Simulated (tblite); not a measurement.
C7H9NO.
Numbering: `[CH2:1]=[CH:2][C:3](=[CH2:4])/[CH:5]=[CH:6]/[C:7]([NH2:8])=[O:9]` (hydrogens: H10, H11 on C1; H12 on C2; H13, H14 on C4; H15 on C5; H16 on C6; H17, H18 on N8)

Computed with GFN2-xTB (tblite), gas phase: Langevin dynamics at 300 K from the optimised GFN2-xTB geometry, time step 0.5 fs, friction 0.01 fs⁻¹, 2000 steps. The instantaneous temperature is 2·E(kin)/(3Nk) with all 3N coordinates.

```json
{"t (fs)": "0", "T (K)": "254", "E(pot) above start (eV)": "0.000", "C1=C2 (Å)": "1.326", "C2–C3 (Å)": "1.465", "C3=C4 (Å)": "1.340", "C3–C5 (Å)": "1.456", "C5=C6 (Å)": "1.336", "C1–H10 (Å)": "1.077", "C1–C2–C3–C4 (°)": "149"}
{"t (fs)": "50", "T (K)": "260", "E(pot) above start (eV)": "0.363", "C1=C2 (Å)": "1.317", "C2–C3 (Å)": "1.495", "C3=C4 (Å)": "1.335", "C3–C5 (Å)": "1.472", "C5=C6 (Å)": "1.328", "C1–H10 (Å)": "1.077", "C1–C2–C3–C4 (°)": "127"}
{"t (fs)": "100", "T (K)": "299", "E(pot) above start (eV)": "0.423", "C1=C2 (Å)": "1.332", "C2–C3 (Å)": "1.486", "C3=C4 (Å)": "1.366", "C3–C5 (Å)": "1.441", "C5=C6 (Å)": "1.352", "C1–H10 (Å)": "1.065", "C1–C2–C3–C4 (°)": "110"}
{"t (fs)": "150", "T (K)": "243", "E(pot) above start (eV)": "0.522", "C1=C2 (Å)": "1.286", "C2–C3 (Å)": "1.500", "C3=C4 (Å)": "1.330", "C3–C5 (Å)": "1.456", "C5=C6 (Å)": "1.338", "C1–H10 (Å)": "1.078", "C1–C2–C3–C4 (°)": "102"}
{"t (fs)": "200", "T (K)": "252", "E(pot) above start (eV)": "0.563", "C1=C2 (Å)": "1.310", "C2–C3 (Å)": "1.431", "C3=C4 (Å)": "1.355", "C3–C5 (Å)": "1.451", "C5=C6 (Å)": "1.326", "C1–H10 (Å)": "1.034", "C1–C2–C3–C4 (°)": "120"}
{"t (fs)": "250", "T (K)": "198", "E(pot) above start (eV)": "0.586", "C1=C2 (Å)": "1.351", "C2–C3 (Å)": "1.494", "C3=C4 (Å)": "1.355", "C3–C5 (Å)": "1.419", "C5=C6 (Å)": "1.334", "C1–H10 (Å)": "1.127", "C1–C2–C3–C4 (°)": "136"}
{"t (fs)": "300", "T (K)": "190", "E(pot) above start (eV)": "0.537", "C1=C2 (Å)": "1.317", "C2–C3 (Å)": "1.473", "C3=C4 (Å)": "1.353", "C3–C5 (Å)": "1.446", "C5=C6 (Å)": "1.344", "C1–H10 (Å)": "1.060", "C1–C2–C3–C4 (°)": "162"}
{"t (fs)": "350", "T (K)": "281", "E(pot) above start (eV)": "0.510", "C1=C2 (Å)": "1.328", "C2–C3 (Å)": "1.451", "C3=C4 (Å)": "1.364", "C3–C5 (Å)": "1.452", "C5=C6 (Å)": "1.329", "C1–H10 (Å)": "1.073", "C1–C2–C3–C4 (°)": "178"}
{"t (fs)": "400", "T (K)": "240", "E(pot) above start (eV)": "0.686", "C1=C2 (Å)": "1.351", "C2–C3 (Å)": "1.453", "C3=C4 (Å)": "1.286", "C3–C5 (Å)": "1.486", "C5=C6 (Å)": "1.323", "C1–H10 (Å)": "1.076", "C1–C2–C3–C4 (°)": "172"}
{"t (fs)": "450", "T (K)": "233", "E(pot) above start (eV)": "0.715", "C1=C2 (Å)": "1.329", "C2–C3 (Å)": "1.438", "C3=C4 (Å)": "1.365", "C3–C5 (Å)": "1.497", "C5=C6 (Å)": "1.321", "C1–H10 (Å)": "1.115", "C1–C2–C3–C4 (°)": "167"}
{"t (fs)": "500", "T (K)": "263", "E(pot) above start (eV)": "0.599", "C1=C2 (Å)": "1.353", "C2–C3 (Å)": "1.453", "C3=C4 (Å)": "1.316", "C3–C5 (Å)": "1.493", "C5=C6 (Å)": "1.354", "C1–H10 (Å)": "1.070", "C1–C2–C3–C4 (°)": "-179"}
{"t (fs)": "550", "T (K)": "187", "E(pot) above start (eV)": "0.633", "C1=C2 (Å)": "1.338", "C2–C3 (Å)": "1.459", "C3=C4 (Å)": "1.357", "C3–C5 (Å)": "1.505", "C5=C6 (Å)": "1.337", "C1–H10 (Å)": "1.075", "C1–C2–C3–C4 (°)": "179"}
{"t (fs)": "600", "T (K)": "191", "E(pot) above start (eV)": "0.466", "C1=C2 (Å)": "1.327", "C2–C3 (Å)": "1.489", "C3=C4 (Å)": "1.357", "C3–C5 (Å)": "1.432", "C5=C6 (Å)": "1.353", "C1–H10 (Å)": "1.067", "C1–C2–C3–C4 (°)": "138"}
{"t (fs)": "650", "T (K)": "191", "E(pot) above start (eV)": "0.593", "C1=C2 (Å)": "1.308", "C2–C3 (Å)": "1.514", "C3=C4 (Å)": "1.318", "C3–C5 (Å)": "1.463", "C5=C6 (Å)": "1.333", "C1–H10 (Å)": "1.077", "C1–C2–C3–C4 (°)": "114"}
{"t (fs)": "700", "T (K)": "250", "E(pot) above start (eV)": "0.729", "C1=C2 (Å)": "1.323", "C2–C3 (Å)": "1.497", "C3=C4 (Å)": "1.372", "C3–C5 (Å)": "1.439", "C5=C6 (Å)": "1.350", "C1–H10 (Å)": "1.123", "C1–C2–C3–C4 (°)": "118"}
{"t (fs)": "750", "T (K)": "300", "E(pot) above start (eV)": "0.541", "C1=C2 (Å)": "1.331", "C2–C3 (Å)": "1.476", "C3=C4 (Å)": "1.311", "C3–C5 (Å)": "1.408", "C5=C6 (Å)": "1.349", "C1–H10 (Å)": "1.076", "C1–C2–C3–C4 (°)": "123"}
{"t (fs)": "800", "T (K)": "245", "E(pot) above start (eV)": "0.559", "C1=C2 (Å)": "1.297", "C2–C3 (Å)": "1.501", "C3=C4 (Å)": "1.335", "C3–C5 (Å)": "1.473", "C5=C6 (Å)": "1.309", "C1–H10 (Å)": "1.064", "C1–C2–C3–C4 (°)": "136"}
{"t (fs)": "850", "T (K)": "270", "E(pot) above start (eV)": "0.630", "C1=C2 (Å)": "1.364", "C2–C3 (Å)": "1.463", "C3=C4 (Å)": "1.346", "C3–C5 (Å)": "1.428", "C5=C6 (Å)": "1.374", "C1–H10 (Å)": "1.109", "C1–C2–C3–C4 (°)": "156"}
{"t (fs)": "900", "T (K)": "267", "E(pot) above start (eV)": "0.743", "C1=C2 (Å)": "1.296", "C2–C3 (Å)": "1.522", "C3=C4 (Å)": "1.331", "C3–C5 (Å)": "1.438", "C5=C6 (Å)": "1.293", "C1–H10 (Å)": "1.028", "C1–C2–C3–C4 (°)": "176"}
{"t (fs)": "950", "T (K)": "266", "E(pot) above start (eV)": "0.539", "C1=C2 (Å)": "1.347", "C2–C3 (Å)": "1.478", "C3=C4 (Å)": "1.371", "C3–C5 (Å)": "1.446", "C5=C6 (Å)": "1.348", "C1–H10 (Å)": "1.082", "C1–C2–C3–C4 (°)": "171"}
{"t (fs)": "1000", "T (K)": "325", "E(pot) above start (eV)": "0.475", "C1=C2 (Å)": "1.319", "C2–C3 (Å)": "1.492", "C3=C4 (Å)": "1.328", "C3–C5 (Å)": "1.423", "C5=C6 (Å)": "1.330", "C1–H10 (Å)": "1.064", "C1–C2–C3–C4 (°)": "155"}
```

Question: From 500 fs on, how do temperature and potential energy compare with equipartition?

Answer: The mean temperature of these 11 frames is 250 K against the target 300 K, and the mean potential energy 0.59 eV against 48 × kT/2 = 0.62 eV for 48 classical harmonic modes. For 18 atoms in a canonical ensemble the temperature itself scatters by T·√(2/(3N)) = 58 K; here its standard deviation is 43 K. The whole run lasts only 10 friction times of 100 fs, so these averages carry a wide statistical error.

Question: What are the kinetic and total energies of the listed frame with the highest potential energy?

Answer: The one at 900 fs, 0.743 eV above the start. Its kinetic energy is 3NkT/2 = 0.621 eV at 267 K, so the sum is 1.36 eV; over the listed frames the sum runs from 0.59 to 1.36 eV, since the thermostat adds and removes energy.

Question: How much do the listed bonds fluctuate from 500 fs on?

Answer: 
```tsv
bond	at the start (Å)	mean (Å)	standard deviation (Å)
C1=C2	1.326	1.327	0.021
C2–C3	1.465	1.486	0.021
C3=C4	1.340	1.340	0.021
C3–C5	1.456	1.450	0.029
C5=C6	1.336	1.339	0.022
C1–H10	1.077	1.076	0.023
```

The motion is classical and holds no zero-point motion.

What follows is the cost of the whole dynamics run. On one thread, Arm Neoverse N1 (aarch64), shared host with 64 logical CPUs at a one-minute load of 59, this took 21 s wall and 0.18 GiB of memory at its peak.
